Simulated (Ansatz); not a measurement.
HfSe2⁻ was relaxed with PBE0-D4 (def2-TZVPD) in Ansatz in these states: charge -1 doublet, charge -1 quartet. The geometries follow in no particular order.

In the def2 sets Hf takes a core potential; there is no spin–orbit coupling.

A:

Cartesian coordinates in Å:
```
Hf 0.614 -0.783 -0.463
Se 1.186 1.435 0.447
Se -1.800 -0.652 0.016
```

B:

```xyz
3

Hf    0.3588    0.6551    0.2086
Se   -2.0151    0.4776    0.5242
Se    1.6563   -1.1327   -0.7329
```

Question: Judge from the bond lengths which geometry belongs to which state (an estimate).

Answer: A is the charge -1 quartet (Hf1–Se2 2.465 Å, Hf1–Se3 2.465 Å); B is the charge -1 doublet (Hf1–Se2 2.401 Å, Hf1–Se3 2.401 Å).

At PBE0-D4/def2-TZVPD the highest occupied level of the charge -1 quartet lies above zero (up to 0.01 eV). The electron is either unbound and held by the finite basis, or the level is raised by self-interaction error. At PBE0-D4/def2-TZVPD a doublet lies 1.94 eV below the charge -1 quartet. These are the stationary points nearest to one start from a short search; other shapes may lie lower in each state.
